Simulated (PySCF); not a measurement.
AlClH4OSi. Atoms are numbered in the order given.

```xyz
8

Al    -0.3826     0.1543     0.0000
Cl     0.9220     1.8199     0.0000
O     -2.0586     0.4238     0.0000
H     -2.5155     1.2700     0.0000
Si     0.4530    -2.1248     0.0000
H     -0.6655    -3.1167     0.0000
H      1.3041    -2.3701     1.2072
H      1.3041    -2.3701    -1.2072
```
Charge 0, spin multiplicity 1.

Geometry optimised at r2SCAN-D4/def2-SVP. The values are those of a single conformer.

The numbers are results of B3LYP/pcSseg-1 (PySCF), not measurements.

GIAO shieldings, no solvent; atoms alike by connectivity are averaged. δ = σ(ref) − σ: ³⁵Cl against HCl (σ = 933.3 ppm); ¹⁷O against H2O (σ = 333.8 ppm); ¹H against TMS (σ = 31.68 ppm); ²⁹Si against TMS (σ = 338.7 ppm), references at their B3LYP-D3(BJ)/def2-TZVP geometries, non-relativistic (without spin–orbit terms, shifts of atoms bonded to Cl or Br come out too high).

Computed chemical shifts:
```csv
nucleus,atoms,count,δ (ppm)
³⁵Cl,Cl2,1,74.8
¹⁷O,O3,1,84.9
¹H,"H6, H7, H8",3,3.41
¹H,H4,1,3.31
²⁹Si,Si5,1,-130.0
```
